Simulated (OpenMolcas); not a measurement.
## Mn2+, Tc2+, Re2+: d⁵ down the group

```json
{
  "Program": "OpenMolcas 26.06",
  "Method": "SS-CASPT2, IPEA 0.25 Eh, imaginary shift 0.1 Eh",
  "Basis": "ANO-RCC-VQZP",
  "Scalar Hamiltonian": "DKH2, point nucleus",
  "Spin-orbit coupling": "state interaction with AMFI integrals over the reference wave functions, term energies averaged over their components"
}
```

Active space for each ion: 5 electrons in 6 orbitals (d s); closed shells correlated by CASPT2: Mn2+ 3s 3p; Tc2+ 4s 4p; Re2+ 5s 5p.

Computed levels in cm-1 above ⁶S_5/2:

```json
{"Level": "⁴G_7/2", "Mn2+": "26730", "Tc2+": "20030", "Re2+": "17840"}
{"Level": "⁴G_11/2", "Mn2+": "26740", "Tc2+": "20090", "Re2+": "18900"}
{"Level": "⁴G_9/2", "Mn2+": "26750", "Tc2+": "20130", "Re2+": "19370"}
{"Level": "²I_11/2", "Mn2+": "39350", "Tc2+": "29710", "Re2+": "27920"}
{"Level": "²I_13/2", "Mn2+": "39400", "Tc2+": "30090", "Re2+": "30500"}
{"Level": "⁴F_5/2", "Mn2+": "43480", "Tc2+": "33220", "Re2+": "31920"}
{"Level": "²H_11/2", "Mn2+": "46960", "Tc2+": "37080", "Re2+": "39930"}
{"Level": "²S_1/2", "Mn2+": "55030", "Tc2+": "41220", "Re2+": "39120"}
{"Level": "²D_3/2(2)", "Mn2+": "61120", "Tc2+": "46680", "Re2+": "44690"}
{"Level": "weight of ⁶S in the lowest level (%)", "Mn2+": "100", "Tc2+": "99", "Re2+": "89"}
```

Mixed levels, with the weight of the term that names them: Mn2+ ⁴F_5/2 (64 %), Re2+ ⁴G_7/2 (67 %), Re2+ ²I_11/2 (75 %), Re2+ ⁴F_5/2 (65 %), Re2+ ²H_11/2 (57 %), Re2+ ²S_1/2 (57 %), Re2+ ²D_3/2(2) (71 %).

Measured, with the error of the calculation in %. Measured levels: Mn2+ from Corliss and Sugar, J. Phys. Chem. Ref. Data 6, 1253 (1977); Re2+ from the list in Brasseur, Gamrath and Quinet, At. Data Nucl. Data Tables 157, 101636 (2024).

```
    Level          Mn2+          Re2+
   ⁴G_7/2  26860 (-0.5)  16890 (+5.6)
  ⁴G_11/2                18020 (+4.9)
   ⁴G_9/2                18346 (+5.6)
  ²I_11/2  39174 (+0.4)  26170 (+6.7)
  ²I_13/2  39176 (+0.6)  28588 (+6.7)
   ⁴F_5/2  43669 (-0.4)  30302 (+5.4)
  ²H_11/2  46671 (+0.6)              
²D_3/2(2)  61580 (-0.7)
```

Without spin-orbit coupling ⁴G lies 26740, 20060, 18350 cm-1 above ⁶S in that order; the difference to the level ⁴G_7/2, of either sign, comes from spin-orbit coupling, which also lowers the zero.

Term energies are means over components that CASPT2 splits; among the terms shown or strongly mixed into the levels shown the widest spread is 180 cm-1 (4d⁵ ²I, Tc2+). Over all roots computed the reference weight is 0.88 to 0.94 in Mn2+; the roots of lowest weight are the least certain, and an intruder state may touch them. Terms from blocks run as CI alone lack orbitals of their own. Some high roots are left out of the spin-orbit mixing, which shifts the levels that they would mix with (holds for Tc2+; Re2+). Configurations are named by rounded mean occupations; where the s occupation lies near a half they are strongly mixed, a name can repeat and a true partner stay unpaired (holds for Tc2+; Re2+). Computed and measured levels are paired by configuration, term and J; levels that our copy of the source lacks, or whose pairing is in doubt (as where it misses far off the trend of its configuration), stay unpaired and out of the deviations. Levels of configurations outside the active space are missing.

A number in round brackets counts repeated terms of one configuration in the order of the reference energies.
